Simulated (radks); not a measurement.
The numbers below are computed, except where a source is named.
Q: Ionisation of Cd, [Kr] 4d10 5s2, to Cd+, [Kr] 4d10 5s1, under several functionals. Scalar-relativistic Kohn-Sham, spin-unpolarised, spherical densities, finite nucleus; a radial shooting solver on a logarithmic mesh with Libxc functionals. The NIST Atomic Spectra Database gives 8.994 eV (measured). Rank these functionals by the error of their Delta-SCF ionisation energy: SOGGA; HCTH/407; PW91; Wu-Cohen GGA; BP86; BLYP.

A: From best to worst: SOGGA 9.174 eV (+0.180); HCTH/407 9.238 eV (+0.244); Wu-Cohen GGA 9.313 eV (+0.319); BLYP 9.318 eV (+0.324); PW91 9.345 eV (+0.352); BP86 9.471 eV (+0.477). Spin polarisation and multiplet splitting are left out, so open shells lie too high by an amount that depends on their filling.

Beside tabulated values, note that spin-unpolarised runs miss the spin-polarisation part of the exchange energy of open shells.
